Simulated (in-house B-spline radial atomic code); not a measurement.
How numerical settings move a run on neutral niobium, [Kr] 4d4 5s1. Computed with a B-spline radial code for spherical atoms: non-relativistic M06-2X, spherical fractional occupations, point nucleus.

Command:
```bash
python run_scf.py task.json out
```
Settings of the sound reference run:
```
Z                41
electrons        41
configuration    [Kr] 4d4 5s1
hamiltonian      nr
method           m062x
spin_polarised   False
knot_spacing     0.22
spline_order     8
gauss_points     12
box_radius       50
max_iterations   70
damping          0.5
damped_steps     3
diis_vectors     10
tolerance        1e-08
start            Thomas-Fermi
```

Time taken, with all properties: 0.46 s on 1 thread of Arm Neoverse N1, with other jobs on the host.

It converges in 9 iterations to -3755.415667 hartree, with 4d at -3.2425 eV. The other runs change the listed settings, some to values that make no sense; their results aren't properties of the atom or ion. Radii are in bohr (the nuclear one in fm), a minus after a letter asks for a j subshell, and «unchanged» means within 1e-8 hartree. The run stops when the residual is below 10 × tolerance × max(1, Z/10), or a noise floor if that is larger, and the energy moves by less than 1e-8 × √|E| hartree; so very loose and very tight tolerances often act alike.

| changed settings | outcome |
| --- | --- |
| knot_spacing = 0.1 | converged in 10 iterations, energy -1.77e-03 hartree from the reference, 4d level +5.3e-03 eV |
| knot_spacing = 1 | converged in 12 iterations, energy +1.26e+01 hartree from the reference, 4d level -1.0e+00 eV |
| knot_spacing = 2 | converged in 10 iterations, energy +3.61e+02 hartree from the reference, 4d level -2.0e+01 eV (the program warns: 4d reaches the box edge; 3p reaches the box edge) |
| knot_spacing = 0.3 | converged in 9 iterations, energy +3.87e-03 hartree from the reference, 4d level +4.2e-03 eV |
| first_knot = 2.44e-06 | converged in 8 iterations, energy -5.53e-04 hartree from the reference, 4d level +2.1e-03 eV |
| knot_spacing = 1.4 | converged in 13 iterations, energy +2.51e+02 hartree from the reference, 4d level -1.7e+01 eV (the program warns: 3s reaches the box edge; 4s reaches the box edge) |
| first_knot = 0.00732 | converged in 9 iterations, energy +7.39e-04 hartree from the reference, 4d level +2.4e-03 eV |
| max_iterations = 12 | converged in 9 iterations, energy unchanged |
| first_knot = 2.44e-05 | converged in 8 iterations, energy +9.47e-04 hartree from the reference, 4d level +4.6e-03 eV |
| first_knot = 0.000244 | converged in 9 iterations, energy -4.29e-04 hartree from the reference, 4d level +2.8e-03 eV |
| first_knot = 0.00244 | converged in 9 iterations, energy +7.62e-04 hartree from the reference, 4d level +2.6e-03 eV |
| spline_order = 3, max_iterations = 60, damping = 0, tolerance = 1e-05, start = bare nucleus | converged in 9 iterations, energy +9.96e-02 hartree from the reference, 4d level -6.9e-03 eV |
| knot_spacing = 0.75 | converged in 10 iterations, energy +4.49e+00 hartree from the reference, 4d level -3.5e-01 eV |

**Question.** What happens with hamiltonian = dirac, method = hf, spin_polarised = True, nucleus = fermi, rms_radius = 4.324, mass_number = 93, atomic_mass = 92.90637, speed_of_light = 137.036?

**Answer.** Stopped with error: spin polarisation is not served with the Dirac Hamiltonian.

**Question.** What happens with knot_spacing = 0.55?

**Answer.** Converged in 9 iterations, energy +1.20e-01 hartree from the reference, 4d level -5.9e-03 eV.

**Question.** What happens with max_iterations = 60, damping = 0.8, diis_vectors = 20?

**Answer.** Converged in 11 iterations, energy unchanged, 4d level +1.5e-05 eV.

**Question.** What happens with knot_spacing = 0.4?

**Answer.** Converged in 9 iterations, energy +8.64e-03 hartree from the reference, 4d level +8.4e-03 eV.
